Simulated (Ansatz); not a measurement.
O$_{2}$Ti (SMILES [O]=[Ti]=[O]), singlet, at a GFN2-xTB geometry (such geometries of metal compounds can be far from the true shape). Base run: B3LYP/def2-SVP in Ansatz (a quantum-chemistry and plane-wave program).

Here is a job for Ansatz.
Ansatz 0.2 input:
```yaml
crystal:
  periodic: [false, false, false]
  atoms:
    - {symbol: Ti, position_ang: [0.23899428, 0.04573060, 0.28655580]}
    - {symbol: O, position_ang: [0.69526851, 0.11672313, -1.27662119]}
    - {symbol: O, position_ang: [-1.35250277, -0.24248227, 0.48859274]}
basis:
  gaussian:
    orbitals: def2-SVP
hamiltonian:
  xc: b3lyp
```

Each row names what was changed in the base input (with any setting that the change needs).

| change | basis functions | E (Eh) |
|---|---|---|
| base | 59 | -999.73383 |
| basis = x2c-SVPall; relativity = spin-free X2C; nucleus = Gaussian | 64 | -1004.19225 |
| basis = jorge-DZP-DKH; relativity = spin-free X2C; nucleus = Gaussian | 73 | -1004.46053 |
| basis = ANO-RCC-VDZP; relativity = spin-free X2C | 62 | -1004.51083 |
| basis = x2c-SVPall; relativity = none | 64 | -998.77363 |
| basis = ANO-RCC-VDZP; relativity = spin-free X2C; nucleus = Gaussian | 62 | -1004.50895 |
| basis = x2c-SVPall; relativity = spin-free X2C | 64 | -1004.19385 |
| basis = ANO-RCC-VDZP; relativity = none | 62 | -998.36324 |
| basis = jorge-DZP-DKH; relativity = none | 73 | -999.10443 |
| basis = jorge-DZP-DKH; relativity = spin-free X2C | 73 | -1004.46230 |

Absolute energies of different levels of theory aren't comparable as measures of quality.

Ansatz warned in this series: the basis is contracted for relativity, which the run leaves out.

Basis sets contracted for a relativistic Hamiltonian are a mismatch without it, so the rows without relativity aren't non-relativistic limits. No row has spin-orbit coupling; sets with core potentials leave out the core electrons.
